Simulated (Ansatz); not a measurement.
Relaxation of FGaH2S (5 atoms, charge 0, multiplicity 1), to a largest force component of 0.015 eV/Å in at most 40 steps.

Theory: RKS PBE-D4/def2-mTZVP in Ansatz 0.2.0.

```xyz
5
Properties=species:S:1:pos:R:3
F -1.197 -0.121 1.286
Ga -0.232 -0.682 -0.087
S 1.241 0.212 0.153
H -0.652 -0.900 -0.948
H 1.998 -0.749 0.820
```

Question: Where does it end, and by what steps?

Answer: The run converged. After 11 steps the energy has fallen by 10.426 eV; H5 moved furthest, 0.85 Å. The start is strongly strained (largest force component 30 eV/Å).

```csv
step,energy less start (eV),largest force component (eV/Å),accepted
0,0.0000,29.870,yes
1,-7.2838,11.052,yes
2,-9.6633,3.229,yes
3,-10.0582,0.800,yes
4,-10.0591,0.847,yes
5,-10.1529,0.673,yes
6,-10.2036,0.768,yes
7,-10.2530,1.240,yes
8,-10.3878,0.445,yes
9,-10.4249,0.091,yes
10,-10.4255,0.023,yes
11,-10.4256,0.003,yes
```

```xyz
5
Properties=species:S:1:pos:R:3
F -1.071 -0.546 1.478
Ga -0.305 -0.573 -0.131
S 1.869 -0.204 -0.048
H -1.188 -0.840 -1.388
H 1.852 -0.077 1.312
```

The run took 17 s on 1 thread of Intel(R) Xeon(R) Platinum 8488C (Sapphire Rapids) (shared host), peak memory 0.16 GiB.
